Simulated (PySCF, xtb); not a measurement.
C₃H₃NO₃S, SMILES N#C/C=C/S(=O)(=O)O. One conformer was computed; it need not be the lowest.

Harmonic wavenumbers (cm⁻¹) from xtb with GFN2-xTB at its own minimum, in rising order: 53, 110, 111, 183, 227, 272, 309, 390, 432, 473, 497, 544, 722, 735, 779, 868, 978, 1008, 1074, 1143, 1212, 1301, 1665, 2372, 3047, 3131, 3597.

Q: What does PBE0-D3(BJ)/def2-SVP in PySCF give at its own minimum? (The exact figures need the calculation; the answer reports its results.)

A: 84, 125, 137, 211, 251, 318, 342, 430, 467, 511, 542, 590, 823, 849, 868, 975, 1035, 1113, 1180, 1220, 1285, 1433, 1714, 2398, 3194, 3239, 3812. Paired by order, the mean absolute difference is 71 cm⁻¹ and the zero-point energies are 38.9 and 41.7 kcal/mol.
